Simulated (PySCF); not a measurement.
## From a computed spectrum to the compound

A species of 5 atoms with charge -1 has these harmonic modes (PBE0, small Gaussian bases with core potentials, PySCF 2.14.0):

```csv
cm⁻¹,km/mol,symmetry
22,0.0,e
22,0.0,e
28,0.9,t2
28,0.9,t2
28,0.9,t2
120,0.0,a1
166,45.7,t2
166,45.7,t2
166,45.7,t2
```

Which species is it, and in which structure?

[LaI4]− (singlet):
```xyz
5

La    0.0000    0.0000    0.0000
I     1.7611    1.7611    1.7611
I    -1.7611   -1.7611    1.7611
I     1.7611   -1.7611   -1.7611
I    -1.7611    1.7611   -1.7611
```
Ideal gas at 298.15 K and 1 bar: S = 490.5 J/(mol K), Cp = 106.5 J/(mol K), H − H(0 K) = 28.2 kJ/mol (rigid rotor, harmonic modes, spin degeneracy alone; the modes under 60 cm⁻¹ make these uncertain). 
 This is one of several that fit.
